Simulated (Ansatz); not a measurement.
The cluster TiAl6⁺. Total charge 1; doublet. Geometry r2SCAN-D4/def2-SVP; atoms count from 1.

| atom | x (Å) | y (Å) | z (Å) |
| --- | --- | --- | --- |
| Ti1 | -1.049 | -0.695 | 1.747 |
| Al2 | -1.362 | -0.254 | -0.828 |
| Al3 | -0.926 | 1.769 | 0.924 |
| Al4 | 0.311 | -2.175 | 0.098 |
| Al5 | 1.234 | -0.590 | -1.687 |
| Al6 | 0.502 | 1.739 | -1.202 |
| Al7 | 1.289 | 0.207 | 0.948 |

The charge 1 doublet is spin-contaminated (final ⟨S²⟩ up to 1.50, 0.75 for a pure state). The structure comes from a short search, and lower isomers may exist.

Estimate the Mulliken populations from the PBE0/def2-TZVP orbitals of Ansatz.


```tsv
atom	charge (e)	spin (α − β)	d electrons
Ti1	0.26	1.87	2.67
Al2	0.10	-0.44	–
Al3	0.11	0.16	–
Al4	0.11	0.16	–
Al5	0.16	-0.15	–
Al6	0.16	-0.15	–
Al7	0.10	-0.44	–
```
Mulliken values depend strongly on the basis.

Where does the spin sit?

Summed by element: Ti 1.87, Al -0.87, of 1 unpaired in all. Largest on single atoms: Ti1 1.87, Al7 -0.44, Al2 -0.44.

And the Mayer bond orders between heavy atoms (over 0.3)?

Ti1–Al2 0.82 (2.63 Å); Ti1–Al3 0.81 (2.60 Å); Ti1–Al4 0.81 (2.60 Å); Ti1–Al7 0.82 (2.63 Å); Al2–Al3 0.43 (2.71 Å); Al2–Al4 0.43 (2.71 Å); Al2–Al5 0.45 (2.76 Å); Al2–Al6 0.45 (2.75 Å); Al2–Al7 0.34 (3.22 Å); Al3–Al6 0.64 (2.56 Å); Al3–Al7 0.43 (2.71 Å); Al4–Al5 0.64 (2.56 Å); Al4–Al7 0.43 (2.71 Å); Al5–Al6 0.72 (2.49 Å); Al5–Al7 0.45 (2.75 Å); Al6–Al7 0.45 (2.76 Å).
